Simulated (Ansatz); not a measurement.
Reaction (atomization): `[OH][AlH][Zn][F]` → Al• + F• + 2 H• + O• + Zn (atom)

Gas-phase electronic energies from Ansatz, PBE0-D4/def2-TZVP geometries. CBS: MP2 limit from def2 TZ/QZ plus the TZ coupled-cluster correction, frozen cores. This one scheme is used for every species, atoms too. Functionals use def2-TZVPP. Open shells (•) are unrestricted, without spin–orbit coupling. Spin–orbit coupling would lower the free atoms: a little for Al, F, O. For Zn outer-core shells are correlated without core-valence functions, so the limit isn't a true one: a few kJ/mol of doubt a bond, and 10 to 20 or more in all where bonds break to atoms. Scalar relativity is left out up to krypton. Each species was taken in one conformer, which may not be the lowest.

```csv
level,ΔE (eV)
r2SCAN0,17.60
SCS-MP2/def2-TZVPP,17.89
```

Q: What does CCSD(T)/CBS give? (Best estimate.)

A: Computed: +18.18 eV. The listed levels differ from it by -0.58, -0.29 eV.

Largest T1 diagnostic among the species: 0.018.

The D4 term adds +0.14 eV with B3LYP and +0.08 eV with PBE0; it sums over pairs of atoms, weighted by their polarisabilities, and B3LYP, whose exchange is more repulsive, gets the larger term. From r2SCAN to r2SCAN0 (25 % exact exchange), in def2-TZVPP and without D4, ΔE moves by −0.59 eV: exact exchange takes away binding that semilocal exchange gives to molecules.

B3LYP here is the variant with VWN-RPA as its local correlation; programs differ in this.

For atomizations the MP2-based limit and the directly extrapolated one differ by several kJ/mol either way, and by 10 to 25 for some Ge, Se and Sn compounds, so smaller differences from it don't rank the levels.
